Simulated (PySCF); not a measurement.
# Basis-set dependence of TeH at PBE0

PySCF, UKS reference; doublet, unpaired electrons π ↑; De to Te + H without counterpoise correction.

```
                     basis                           relativity  functions  Re (Å)  ωe (cm⁻¹)  De (eV)  μ (D)
aug-cc-pVDZ-PP/aug-cc-pVDZ  scalar-relativistic core potentials         41   1.666       2149     2.89   0.15
        cc-pVTZ-PP/cc-pVTZ  scalar-relativistic core potentials         53   1.662       2150     2.91   0.17
                 def2-TZVP  scalar-relativistic core potentials         56   1.659       2156     2.91   0.16
              x2c-TZVPPall                        spin-free X2C         74   1.660       2154     2.92   0.17
```

Problem. How does each smaller set differ from the one with most functions, x2c-TZVPPall?

Solution. aug-cc-pVDZ-PP/aug-cc-pVDZ: +0.6 pm, -0.2 % in ωe, -0.03 eV in De; cc-pVTZ-PP/cc-pVTZ: +0.2 pm, -0.2 % in ωe, -0.01 eV in De; def2-TZVP: -0.1 pm, +0.1 % in ωe, -0.01 eV in De. All at PBE0; the set with most functions is neither the basis-set limit nor always the best. The rows treat relativity differently, so the differences are not basis effects alone.

A positive dipole means Te(−)H(+). Spin–orbit coupling is left out, which matters for elements this heavy, above all for dissociation energies. The state was picked by a PBE0 search and need not be the measured ground state.
